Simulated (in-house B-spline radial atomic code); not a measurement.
Ca. Computed with a B-spline radial atomic code. Model: non-relativistic spherical atom: semilocal Troullier-Martins pseudo-atom, one channel per l, against all electrons, high spin, G0W0 and RPA with empty states to l = 8, local potential for every l without a channel, a model core (radius 0 = none) keeps its share of the functional.

What the tables leave out is listed at the end.

The pseudopotential gives back the lowest level of each angular momentum of its own functional in the configuration it was made in; a second state of the same l is only approximately right. Exact exchange, RPA and GW see the smooth pseudo-orbitals and miss the exchange with the core, for which the functional's share stands in. The column with an uncorrelated core keeps all orbitals and exact exchange, and so separates missing core correlation from pseudisation. Only the three outermost levels and the lowest empty one were computed. RPA here is direct RPA, with no exchange kernel, and its energies carry an (l + 1/2)⁻⁴ tail. A hybrid on a potential with a model core restores only its own semilocal share of the core's exchange.

Command:
```bash
python run_psgw.py task.json out
```
Settings (lengths in bohr, energies in hartree):
```
Z                      20
electrons              20
configuration          [Ar] 4s2
generated_in           [Ar] 4s2
functional             pbe,pbe
core_shells            4
radius_factor          0.8
core_correction        False
ion_configuration      [Ar] 4s1
```

Cost of the run: 54 s on 1 thread of Arm Neoverse N1 (shared host).

Given: made with PBE; model core radius 0 bohr; local radius 1.123 bohr; mean-field start PBE.

Valence shells of the generating configuration: 3p, 4s.

Channel: s 2.735, p 0.839, d 1.92 (radii in bohr).

Computed: largest level miss in the spin-unpolarised generating configuration 0.001 eV; valence RPA correlation energy all-electron orbitals -0.41797 hartree; valence RPA correlation energy pseudo -0.56564 hartree; all-electron RPA polarisability, core included 110.65 bohr³; pseudo-atom RPA polarisability 110.8 bohr³; ionisation by mean-field all-electron 6.0694 eV; ionisation by RPA pseudo minus all 0.134 eV.

| level | occupied | mean-field all-electron (eV) | mean-field pseudo minus all (eV) | G0W0 all-electron (eV) | G0W0 uncorrelated core minus all (eV) | G0W0 pseudo minus all (eV) | exchange self-energy all-electron (eV) | exchange self-energy pseudo (eV) |
| --- | --- | --- | --- | --- | --- | --- | --- | --- |
| 4s | 1 | -3.7533 | 0 | -6.0971 | 0.007 | -0.173 | -7.1882 | -7 |

Q: What is the ionisation by RPA all-electron?

A: 6.4939 eV.

Q: What is the ionisation by mean-field pseudo minus all?

A: -0.019 eV.

Given: mean-field start PBE0.

Computed: valence RPA correlation energy all-electron orbitals -0.37971 hartree; valence RPA correlation energy pseudo -0.52199 hartree; all-electron RPA polarisability, core included 95.336 bohr³; ionisation by mean-field all-electron 5.9937 eV; ionisation by mean-field pseudo minus all 0.07 eV; ionisation by RPA all-electron 6.3208 eV.

```
     level  occupied  mean-field all-electron (eV)  mean-field pseudo minus all (eV)  G0W0 all-electron (eV)  G0W0 uncorrelated core minus all (eV)  G0W0 pseudo minus all (eV)  exchange self-energy all-electron (eV)  exchange self-energy pseudo (eV)
        4s         1                       -4.3174                            -0.057                 -6.2082                                  0.009                       -0.19                                 -7.0913                           -7.1504
4p (empty)         0                      -0.98514                             0.073                -0.14619                                   0.01                       0.074                                 -1.4317                           -1.1713
```

Q: What is the pseudo-atom RPA polarisability?

A: 90.775 bohr³.

Q: What is the ionisation by RPA pseudo minus all?

A: 0.15 eV.

Given: mean-field start Hartree-Fock.

Computed: valence RPA correlation energy all-electron orbitals -0.30427 hartree; valence RPA correlation energy pseudo -0.43284 hartree; all-electron RPA polarisability, core included 77.376 bohr³; pseudo-atom RPA polarisability 61.793 bohr³; ionisation by RPA all-electron 5.9672 eV; ionisation by RPA pseudo minus all 0.179 eV.

| level | occupied | mean-field all-electron (eV) | mean-field pseudo minus all (eV) | G0W0 all-electron (eV) | G0W0 uncorrelated core minus all (eV) | G0W0 pseudo minus all (eV) | exchange self-energy all-electron (eV) | exchange self-energy pseudo (eV) |
| --- | --- | --- | --- | --- | --- | --- | --- | --- |
| 4s | 1 | -5.3206 | -0.397 | -6.1784 | 0.01 | -0.136 | -6.7117 | -7.55 |
| 3p | 1 | -36.482 | 3.092 | -35.951 | -0.356 | 2.154 | -31.294 | -23.314 |

Q: What is the ionisation by mean-field all-electron?

A: 5.1166 eV.

Q: What is the ionisation by mean-field pseudo minus all?

A: 0.35 eV.

Among the listed levels the largest G0W0 shift of the pseudo-atom is +2.15 eV, for 3p on the Hartree-Fock start, while leaving the core uncorrelated moves that level by -0.36 eV. So pseudisation and the lost core exchange, not the missing core correlation, make the error. Not in the tables (levels of low weight, unsolved or above zero; the highest and the empty levels are kept at any weight): on PBE the G0W0 levels 3p (pseudo minus all +1.47 eV, weights 0.07 and 0.08), 3d (pseudo minus all +0.29 eV, weights 0.26 and 0.37); on PBE0 the G0W0 levels 3p (pseudo minus all +1.17 eV, weights 0.55 and 0.52).
